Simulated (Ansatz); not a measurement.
Species: CH₂FNOSi, charge 0, singlet. CH2FNOSi (fluoro(isocyanato)silane, SMILES O=C=N[SiH2]F).
B3LYP-D3(BJ)/def2-TZVP minimum from Ansatz (a first-principles code):
```xyz
7

Si    -1.2007     0.3590    -0.1760
F     -1.5779    -0.0175     1.3297
N      0.4469     0.0397    -0.4329
C      1.5956    -0.2859    -0.3760
O      2.7194    -0.5926    -0.3474
H     -1.4456     1.7960    -0.3644
H     -2.0007    -0.4867    -1.0735
```
Charge 0, spin multiplicity 1.

Total energies in hartree (Ansatz). UHF or UKS for unpaired electrons; spin-orbit terms are left out. Correlated methods leave the cores frozen. No relativity. Where a partner has so few electrons that a lower coupled-cluster level is exact, that level stands in.

| species | HF/cc-pV(T+d)Z | CCSD(T)/cc-pV(T+d)Z | HF/cc-pV(Q+d)Z | CCSD(T)/cc-pV(Q+d)Z | CCSD(T)/cc-pV(D+d)Z | CCSDT(Q)/cc-pV(D+d)Z |
|---|---|---|---|---|---|---|
| 1: CH2FNOSi (fluoro(isocyanato)silane, SMILES O=C=N[SiH2]F) | -556.95792 | -557.93855 | -556.98427 | -558.03556 | -557.62558 | -557.62866 |
| 2: Si (triplet) | -288.85649 | -288.93344 | -288.85845 | -288.93781 | -288.91643 | -288.91690 |
| 3: F (doublet) | -99.40552 | -99.62036 | -99.41377 | -99.65026 | -99.52757 | -99.52776 |
| 4: N (quartet) | -54.40069 | -54.51471 | -54.40372 | -54.52482 | -54.47850 | -54.47866 |
| 5: C (triplet) | -37.69157 | -37.78076 | -37.69331 | -37.78654 | -37.76038 | -37.76071 |
| 6: O (triplet) | -74.81176 | -74.97396 | -74.81729 | -74.99357 | -74.90995 | -74.91013 |
| 7: H (doublet) | -0.49981 | -0.49981 | -0.49995 | -0.49995 | -0.49928 | -0.49928 |

Work out the atomisation energy (electronic, to ground-state atoms) in kcal/mol: take Hartree-Fock from cc-pV(Q+d)Z, extrapolate the CCSD(T) correlation energy as X^-3 (X = 3, 4), and add CCSDT(Q) - CCSD(T) in cc-pV(D+d)Z. 1 hartree = 627.51 kcal/mol.


Species 1: correlation (64·(-1.05129) - 27·(-0.98063))/37 = -1.10285; step -0.00308; E1 = -556.98427 + (-1.10285) + (-0.00308) = -558.09020
Species 2: correlation (64·(-0.07936) - 27·(-0.07695))/37 = -0.08112; step -0.00047; E2 = -288.85845 + (-0.08112) + (-0.00047) = -288.94004
Species 3: correlation (64·(-0.23649) - 27·(-0.21484))/37 = -0.25229; step -0.00019; E3 = -99.41377 + (-0.25229) + (-0.00019) = -99.66625
Species 4: correlation (64·(-0.12110) - 27·(-0.11402))/37 = -0.12627; step -0.00016; E4 = -54.40372 + (-0.12627) + (-0.00016) = -54.53015
Species 5: correlation (64·(-0.09323) - 27·(-0.08919))/37 = -0.09618; step -0.00033; E5 = -37.69331 + (-0.09618) + (-0.00033) = -37.78982
Species 6: correlation (64·(-0.17628) - 27·(-0.16220))/37 = -0.18655; step -0.00018; E6 = -74.81729 + (-0.18655) + (-0.00018) = -75.00402
Species 7: correlation (64·(0.00000) - 27·(0.00000))/37 = 0.00000; step +0.00000; E7 = -0.49995 + (0.00000) + (+0.00000) = -0.49995
-1·E1 +1·E2 +1·E3 +1·E4 +1·E5 +1·E6 +2·E7 = 1.16002 hartree = 727.9 kcal/mol.
